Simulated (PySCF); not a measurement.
System: C2H6BFO2, charge 0, multiplicity 1. SMILES: COB(F)OC
Coordinates optimised at B3LYP-D3(BJ)/def2-TZVP (Ansatz):
```
B
F 1 1.3510
O 1 1.3511 2 120.70
O 1 1.3511 2 120.70 3 179.99
C 3 1.4225 1 123.13 2 0.19
H 5 1.0904 3 111.91 1 -2.04
H 5 1.0904 6 109.35 3 120.36
H 5 1.0907 6 109.32 7 119.10
C 4 1.4225 1 123.13 2 0.23
H 9 1.0904 4 111.91 1 -3.16
H 9 1.0904 10 109.36 4 120.30
H 9 1.0907 10 109.31 11 119.10
```
Charge 0, spin multiplicity 1.

Dispersion corrections to the total energy (kcal/mol) from the dftd3 and dftd4 libraries through PySCF: D3(BJ) without and D4 with the three-body term, each with the damping fitted for the functional named.

```csv
functional,D3(BJ),D4
LC-wPBE,-3.75,-4.82
BLYP,-8.68,-9.87
B2GP-PLYP,___,-1.83
CAM-B3LYP,-3.07,___
TPSSh,-4.72,___
PW6B95,-1.92,-3.79
TPSS,-5.18,-5.94
```

Task: What belongs in the gaps?

Result: 
- B2GP-PLYP, D3(BJ): -2.26
- CAM-B3LYP, D4: -3.65
- TPSSh, D4: -5.40
